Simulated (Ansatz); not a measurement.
Geometry optimisation, Ansatz, RKS PBE0/def2-SVP.

input.yaml

```yaml
crystal:
  periodic: [false, false, false]
  atoms:
    - { symbol: O, position_ang: [0.044, 1.5637, -0.2071] }
    - { symbol: Si, position_ang: [0.0569, 0.0687, 0.3736] }
    - { symbol: O, position_ang: [0.6168, -0.9179, -0.8218] }
    - { symbol: Br, position_ang: [-1.9102, -0.5867, 0.83] }
    - { symbol: H, position_ang: [-0.2631, 1.6589, -1.1679] }
    - { symbol: H, position_ang: [0.44408, 1.98785, 0.59298] }
    - { symbol: H, position_ang: [0.5939, -1.8658, -0.6212] }
basis:
  gaussian: { orbitals: def2-SVP }
hamiltonian:
  xc: pbe0
relax:
  f_tol: 0.02
  max_steps: 50
```

Command:

```bash
$ ansatz run input.yaml --threads 2 --pin off --max-ram 3072MiB --backend cpu --events-out ev --progress --plain --runs-dir out
```

Q: Where does it end, and by what steps?

A: The forces met the threshold. The force dipped under the threshold on the way, but the program's further checks kept it going. After 23 steps the energy has fallen by 2.742 eV; H7 moved furthest, 0.86 Å.

```
step  energy less start (eV)  largest force component (eV/Å)  accepted
   0                  0.0000                           5.451       yes
   1                 -1.2452                           3.739       yes
   2                 -2.0098                           2.085       yes
   3                 -2.3727                           1.632       yes
   4                 -2.4414                           1.350       yes
   5                 -2.5009                           1.983       yes
   6                 -2.6107                           0.778       yes
   7                 -2.6729                           0.387       yes
   8                 -2.6748                           0.371       yes
   9                 -2.6243                           1.590        no
  10                 -2.7136                           0.290       yes
  11                 -2.7271                           0.153       yes
  12                 -2.7281                           0.135       yes
  13                 -2.7318                           0.081       yes
  14                 -2.7335                           0.095       yes
  15                 -2.7355                           0.193       yes
  16                 -2.7342                           0.581        no
  17                 -2.7383                           0.091       yes
  18                 -2.7412                           0.024       yes
  19                 -2.7401                           0.121        no
  20                 -2.7415                           0.019       yes
  21                 -2.7416                           0.093       yes
  22                 -2.7416                           0.050       yes
  23                 -2.7418                           0.007       yes
```

```xyz
7
Properties=species:S:1:pos:R:3
O -0.161 1.610 -0.193
Si 0.287 -0.243 0.892
O 0.732 -0.849 -0.624
Br -1.926 -0.946 0.903
H 0.221 1.357 -1.049
H 0.366 2.353 0.132
H 0.062 -1.373 -1.083
```

Whether the end is a true minimum wasn't checked by a vibrational analysis.

The run took 27 s on 2 threads of Intel(R) Xeon(R) 6975P-C (Granite Rapids), with other jobs on the host, peak memory 0.23 GiB.
